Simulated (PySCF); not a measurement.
# Ga⁺ (gallium, charge +1) across methods

[Ar] 3d10 4s1 4p1, 4s spin antiparallel (an excited configuration). Calculation: PySCF 2.14, in aug-cc-pVDZ-PP with ECP10MDF (5s4p3d, 32 functions); scalar relativity through the core potential.

```
   method  E (hartree)  mean ε 3d α (eV)  mean ε 4s β (eV)  mean ε 4p α (eV)  Σ⟨r²⟩ (bohr²)   ⟨S²⟩
     PBE0    -258.9253           -33.002           -18.398           -10.832          27.54  1.000
      LDA    -258.5259           -29.613           -17.824           -10.143          27.26  1.000
      UHF   -257.84183           -42.131           -20.550           -12.177          28.67  1.000
   r2SCAN    -258.8509           -29.989           -17.907           -10.329          27.38  1.000
     BLYP    -258.9439           -29.527           -17.511           -10.028          27.40  1.000
BHandHLYP    -258.8164           -36.262           -19.386           -11.392          27.70  1.000
      PBE    -258.9679           -29.654           -17.454           -10.141          27.42  1.000
  wB97X-V    -258.9234           -35.456           -20.657           -12.641          27.53  1.000
```

Question: Estimate the same row for B97-3.

Answer: E (hartree) = -258.9907; mean ε 3d α (eV) = -33.282; mean ε 4s β (eV) = -18.294; mean ε 4p α (eV) = -10.689; Σ⟨r²⟩ (bohr²) = 27.49; ⟨S²⟩ = 1.000.

Energies and moments cover only the electrons outside the core potential. With the s spin flipped the determinant is a mixture of two multiplicities, not a spectroscopic state.
